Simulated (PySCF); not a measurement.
Molfile (atoms numbered from 1):
```
C5H8O3S
     RDKit          3D

 17 17  0  0  0  0  0  0  0  0999 V2000
    2.3474    1.0051   -0.5024 C   0  0  0  0  0  0  0  0  0  0  0  0
    1.4192    0.1271   -1.1075 O   0  0  0  0  0  0  0  0  0  0  0  0
    0.5394   -0.4426   -0.2204 C   0  0  2  0  0  0  0  0  0  0  0  0
   -0.5135   -1.2388   -0.8873 C   0  0  0  0  0  0  0  0  0  0  0  0
   -1.7316   -1.2204   -0.3541 C   0  0  0  0  0  0  0  0  0  0  0  0
   -1.9338   -0.4214    0.8706 C   0  0  0  0  0  0  0  0  0  0  0  0
   -0.5456    0.7934    0.7087 S   0  0  0  0  0  6  0  0  0  0  0  0
   -0.9368    1.8917   -0.1252 O   0  0  0  0  0  0  0  0  0  0  0  0
    0.0018    1.1102    2.0024 O   0  0  0  0  0  0  0  0  0  0  0  0
    2.9470    0.4821    0.2511 H   0  0  0  0  0  0  0  0  0  0  0  0
    2.9902    1.3623   -1.3038 H   0  0  0  0  0  0  0  0  0  0  0  0
    1.8343    1.8476   -0.0307 H   0  0  0  0  0  0  0  0  0  0  0  0
    1.0403   -0.9640    0.6103 H   0  0  0  0  0  0  0  0  0  0  0  0
   -0.2758   -1.7173   -1.8222 H   0  0  0  0  0  0  0  0  0  0  0  0
   -2.5706   -1.7141   -0.8181 H   0  0  0  0  0  0  0  0  0  0  0  0
   -2.9035    0.0628    0.9249 H   0  0  0  0  0  0  0  0  0  0  0  0
   -1.7154   -0.9517    1.7938 H   0  0  0  0  0  0  0  0  0  0  0  0
  1  2  1  0
  2  3  1  0
  3  4  1  0
  4  5  2  0
  5  6  1  0
  6  7  1  0
  7  8  2  0
  7  9  2  0
  7  3  1  0
  1 10  1  0
  1 11  1  0
  1 12  1  0
  3 13  1  1
  4 14  1  0
  5 15  1  0
  6 16  1  0
  6 17  1  0
M  END
```

Geometry: GFN2-xTB; GIAO absolute shieldings from PySCF 2.14, gas phase, non-relativistic, averaged over equivalent atoms.

At HF/MINI (57 basis functions, about 8 core-seconds):
```json
{"atoms": "C5", "σ (ppm)": "116.6"}
{"atoms": "C4", "σ (ppm)": "116.9"}
{"atoms": "C3", "σ (ppm)": "156.9"}
{"atoms": "C1", "σ (ppm)": "178.7"}
{"atoms": "C6", "σ (ppm)": "186.8"}
{"atoms": "O9", "σ (ppm)": "165.8"}
{"atoms": "O8", "σ (ppm)": "204.2"}
{"atoms": "O2", "σ (ppm)": "415.5"}
{"atoms": "S7", "σ (ppm)": "551.9"}
{"atoms": "H14", "σ (ppm)": "23.63"}
{"atoms": "H15", "σ (ppm)": "23.71"}
{"atoms": "H16", "σ (ppm)": "27.49"}
{"atoms": "H13", "σ (ppm)": "27.60"}
{"atoms": "H17", "σ (ppm)": "28.12"}
{"atoms": "H10/H11/H12", "σ (ppm)": "28.22"}
```

Problem. Estimate the result of repeating the calculation with wB97X/pcSseg-1.

Solution. 
| atoms | σ at wB97X/pcSseg-1 | change |
| --- | --- | --- |
| C5 | 55.5 | -61.1 |
| C4 | 49.9 | -67.0 |
| C3 | 89.8 | -67.1 |
| C1 | 128.4 | -50.3 |
| C6 | 128.2 | -58.6 |
| O9 | 91.8 | -74.0 |
| O8 | 142.3 | -61.9 |
| O2 | 299.9 | -115.6 |
| S7 | 128.5 | -423.4 |
| H14 | 25.50 | +1.87 |
| H15 | 25.47 | +1.76 |
| H16 | 28.29 | +0.80 |
| H13 | 27.09 | -0.51 |
| H17 | 28.43 | +0.31 |
| H10/H11/H12 | 27.82 | -0.40 |

The largest change is at S7 (sulfone sulfur). Cost: 200 basis functions, roughly 110 core-seconds. The order of the carbon signals changes between the two levels.
